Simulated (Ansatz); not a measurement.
Harmonic frequencies (cm⁻¹) at PBE0-D4/def2-TZVP from Ansatz: 32, 48, 80, 86, 102, 208, 352, 603, 688, 731, 736, 771, 790, 922, 953, 957, 960, 996, 1119, 1153, 1184, 1220, 1482, 1493, 1501, 2224, 2225, 2233, 2244, 2262, 3018, 3084, 3124.

Each molecule was computed in one conformer, which needn't be the lowest.

Task: Which molecule is it?
A. `CC[SiH](F)[SiH3]`
B. `CO[SiH](O)[SiH3]`
C. `CO[SiH2]O[SiH3]`
D. `OC[SiH2][SiH2]O`

Result: C.
